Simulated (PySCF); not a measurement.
**Ti(2+): ionisation energy**

Ti(2+) [Ar] 3d2 (3F) → Ti(3+) [Ar] 3d1 (2D), as a difference of total energies. Computed with PySCF 2.14 in ANO-RCC-VTZP (6s5p3d2f1g, 59 functions), with the spin-free X2C one-electron Hamiltonian (Gaussian nucleus). Correlated levels: valence: [Ar] frozen. The calculations carry no spin-orbit coupling.

Question: Order these methods by the ionisation energy they give, lowest first.
A. UHF
B. CCSD (valence)
C. MP2 (valence)
D. SCS-MP2 (valence)

Answer: A (26.647 eV), D (26.687 eV), C (26.769 eV), B (26.800 eV).

Errors of the correlated levels include the incompleteness of this basis and the frozen core.

With two correlated electrons CCSD is exact in that space.

For comparison: 27.492 eV (measured; NIST Atomic Spectra Database, ionization energies).
